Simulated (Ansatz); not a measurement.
Calculated with Ansatz (gas phase, PBE0-D4/def2-TZVP geometries, no zero-point term in ΔE). CCSD(T)/CBS adds triple-zeta CCSD(T) − MP2 to the extrapolated MP2 energy (def2 sets, frozen cores). This one scheme is used for every species. Functionals use def2-TZVPP. Each species was taken in one conformer, which may not be the lowest.

Consider the cleavage of the Si–Al bond: `N[SiH2][Al]([OH])[Cl]` + `BO` → `BO[SiH2]N` + `[OH][AlH][Cl]`.

```json
{"level": "PBE", "ΔE (kJ/mol)": "-81.8"}
{"level": "MP2/def2-TZVPP", "ΔE (kJ/mol)": "-117.4"}
{"level": "CCSD(T)/def2-TZVPP", "ΔE (kJ/mol)": "-109.0"}
{"level": "HF/def2-QZVPP", "ΔE (kJ/mol)": "-136.1"}
```

What does CCSD(T)/CBS give? (Best estimate.)

Computed: -109.7 kJ/mol. The listed levels differ from it by 27.9, -7.7, 0.7, -26.4 kJ/mol.

Largest T1 diagnostic among the species: 0.014.

In def2-TZVPP, CCSD(T) changes the Hartree–Fock value by +24.8 kJ/mol (the triples alone add +3.4 kJ/mol) and MP2 by +16.4 kJ/mol. From PBE to PBE0 (25 % exact exchange), in def2-TZVPP and without D4, ΔE moves by −9.7 kJ/mol.
